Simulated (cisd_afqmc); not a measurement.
Input (X2C-AFQMC/CISD/cc-pwCVTZ-DK; cisd_afqmc is a phaseless AFQMC code with CISD trial states that reads the integrals written by Ansatz): The .json basis holds the Basis Set Exchange's core-valence set for the 3d metal and cc-pVXZ-DK of the same size for its partners.

Ansatz 0.2 input:
```python
import cisd_afqmc

open("ham.yaml", "w").write("""\
crystal:
  periodic: [false, false, false]
  atoms:
    - {symbol: Zn, position_ang: [0.00000000, 0.00000000, 0.00000000]}
    - {symbol: H, position_ang: [-0.00000000, -0.00000000, -1.54404455]}
    - {symbol: H, position_ang: [0.00000000, 0.00000000, 1.54404455]}
basis:
  gaussian:
    orbitals: cc-pwCVTZ-DK.json
magnetization: {spin_polarized: false}
correlation: {method: ccsd, frozen_orbitals: {H: 0, Zn: 5}, hamiltonian_folder: ham}
""")
rep = cisd_afqmc.ansatz("ham.yaml")
e_ccsd = rep["correlation"]["coupled_cluster"]["energy"]["hartree"]
out = cisd_afqmc.run("ham", e_ccsd, trial="CISD", walkers=100, populations=8, threads=8, dt=0.005, steps=40, early=36, settle=10, least=32,
    cut=5e-5, rank_cut=2e-4, target=0.0006, seconds=3000, seed=4, memory=17280, gpu=False)
```

Output:

```
orbitals 125, occupied [11], factors 713 of 799, rank of the doubles 565 of 1254
E(HF) = -1795.398777
E(CCSD) on the cut factors = -1796.347912, shift to the whole factors -0.000006
Energy of the trial state on the determinant = -1796.347865
  tau behind 10.8 of longer steps, mean of the populations' last blocks
   2.0  -1796.36699
   4.0  -1796.37014
   6.0  -1796.36799
   8.0  -1796.37232
  10.0  -1796.37094
  12.0  -1796.37156
  14.0  -1796.37103
blocks 702 (0 outliers left out), error by blocks joined: 1: 0.00046, 2: 0.00050, 4: 0.00056, 8: 0.00060, 16: 0.00057
E(AFQMC/CISD) = -1796.37020 +/- 0.00060
```
